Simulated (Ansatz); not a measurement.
Reaction (ligand exchange at a Ge–Br bond): `[GeH3][Br]` + HI → `[GeH3][I]` + HBr

Program: Ansatz. Geometries: PBE0-D4/def2-TZVP. ΔE: electronic, gas phase. CCSD(T)/CBS adds triple-zeta CCSD(T) − MP2 to the extrapolated MP2 energy (def2 sets, frozen cores). DFT in def2-TZVPP. B3LYP here is the variant with VWN-RPA as its local correlation; programs differ in this. HSE06 is defined as in plane-wave codes. def2 core potentials past Kr. For Br, Ge, I outer-core shells are correlated without core-valence functions, which leaves a few kJ/mol of doubt a bond. Scalar relativity is left out up to krypton.

| level | ΔE (kJ/mol) | difference from CCSD(T)/CBS |
| --- | --- | --- |
| LDA (SPW92) | -4.3 | 0.7 |
| revPBE-D4 | -3.4 | 1.6 |
| BLYP-D4 | -2.2 | 2.8 |
| r2SCAN-D4 | -2.7 | 2.3 |
| B97M-V | 2.1 | 7.1 |
| PBE0-D4 | -4.1 | 0.9 |
| B3LYP-D4 | -2.3 | 2.7 |
| r2SCANh-D4 | -3.0 | 2.0 |
| HSE06-D4 | -4.3 | 0.7 |
| BHLYP-D4 | -2.4 | 2.6 |
| ωB97X-V | -1.1 | 3.9 |
| ωB97M-V | -1.5 | 3.5 |
| B2PLYP | -1.6 | 3.4 |
| PBE-QIDH | -3.4 | 1.6 |
| PBE | -3.5 | 1.5 |
| revPBE | -3.1 | 1.9 |
| BLYP | -0.9 | 4.1 |
| r2SCAN | -2.6 | 2.4 |
| PBE0 | -3.4 | 1.6 |
| r2SCAN0 | -3.1 | 1.9 |
| HSE06 | -3.5 | 1.5 |
| BHLYP | -0.2 | 4.8 |
| CAM-B3LYP | 0.2 | 5.2 |
| LC-ωPBE | -1.6 | 3.4 |
| RPA@PBE/def2-TZVPP | 1.0 | 6.0 |
| HF/def2-SVP | -2.0 | 3.0 |
| MP2/def2-SVP | -5.4 | -0.4 |
| CCSD/def2-SVP | -4.0 | 1.0 |
| CCSD(T)/def2-SVP | -4.4 | 0.6 |
| HF/def2-TZVPP | 1.9 | 6.9 |
| MP2/def2-TZVPP | -4.1 | 0.9 |
| SCS-MP2/def2-TZVPP | -1.6 | 3.4 |
| CCSD/def2-TZVPP | 0.1 | 5.1 |
| CCSD(T)/def2-TZVPP | -0.6 | 4.4 |
| HF/def2-QZVPP | 1.2 | 6.2 |
| MP2/def2-QZVPP | -6.9 | -1.9 |
| SCS-MP2/def2-QZVPP | -4.2 | 0.8 |
| HF/CBS(def2) | 1.1 | 6.1 |
| MP2/CBS(def2) | -8.5 | -3.5 |
| CCSD/CBS(def2) | -4.3 | 0.7 |
| CCSD(T)/CBS | -5.0 | 0 |

Largest T1 diagnostic among the species: 0.009.

Leaving LDA and LC-ωPBE aside and taking each functional with its dispersion term where it has one, the values spread over 6.4 kJ/mol, from HSE06-D4 to B97M-V.
